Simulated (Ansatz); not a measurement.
CH$_{6}$BGaSi at its PBE0-D4/def2-TZVP geometry, where that method's forces vanish. Charge 0, multiplicity 1. The bonds changed during the relaxation, so this is another structure than the one it started from.

```csv
atom,x (Å),y (Å),z (Å)
B1,-1.209,0.353,0.964
Si2,0.130,1.260,-0.017
C3,1.366,-0.061,-0.495
Ga4,-0.334,-1.124,-0.352
H5,-2.278,0.654,1.390
H6,-0.711,-0.676,1.503
H7,-0.059,2.408,-0.949
H8,2.145,-0.279,0.233
H9,1.788,-0.012,-1.498
H10,-0.839,-2.522,-0.778
```

(1) For each bond, give half the difference of the two atoms' forces along it (eV/Å; positive pushes the atoms apart) under PBE-D4, r2SCAN-D4, B3LYP-D4, ωB97M-V in def2-TZVPP. (Estimate.)

## Answers

(1) Ansatz gave: 
```json
{"bond": "B1–Si2", "length (Å)": "1.892", "PBE-D4": "0.08", "r2SCAN-D4": "0.07", "B3LYP-D4": "0.15", "ωB97M-V": "-0.02"}
{"bond": "B1–Ga4", "length (Å)": "2.163", "PBE-D4": "0.04", "r2SCAN-D4": "-0.02", "B3LYP-D4": "0.20", "ωB97M-V": "0.07"}
{"bond": "B1–H5", "length (Å)": "1.189", "PBE-D4": "0.03", "r2SCAN-D4": "-0.06", "B3LYP-D4": "-0.15", "ωB97M-V": "-0.08"}
{"bond": "B1–H6", "length (Å)": "1.264", "PBE-D4": "0.04", "r2SCAN-D4": "-0.02", "B3LYP-D4": "-0.08", "ωB97M-V": "-0.05"}
{"bond": "Si2–C3", "length (Å)": "1.872", "PBE-D4": "0.09", "r2SCAN-D4": "0.03", "B3LYP-D4": "0.18", "ωB97M-V": "0.07"}
{"bond": "Si2–Ga4", "length (Å)": "2.451", "PBE-D4": "0.16", "r2SCAN-D4": "0.01", "B3LYP-D4": "0.32", "ωB97M-V": "0.09"}
{"bond": "Si2–H7", "length (Å)": "1.490", "PBE-D4": "0.06", "r2SCAN-D4": "-0.01", "B3LYP-D4": "-0.15", "ωB97M-V": "-0.12"}
{"bond": "C3–Ga4", "length (Å)": "2.010", "PBE-D4": "0.08", "r2SCAN-D4": "0.02", "B3LYP-D4": "0.22", "ωB97M-V": "0.07"}
{"bond": "C3–H8", "length (Å)": "1.088", "PBE-D4": "0.10", "r2SCAN-D4": "-0.01", "B3LYP-D4": "-0.10", "ωB97M-V": "-0.06"}
{"bond": "C3–H9", "length (Å)": "1.089", "PBE-D4": "0.08", "r2SCAN-D4": "-0.02", "B3LYP-D4": "-0.10", "ωB97M-V": "-0.05"}
{"bond": "Ga4–H10", "length (Å)": "1.547", "PBE-D4": "-0.02", "r2SCAN-D4": "-0.06", "B3LYP-D4": "-0.19", "ωB97M-V": "-0.16"}
```

B3LYP here is the variant with VWN-RPA as its local correlation; programs differ in this.
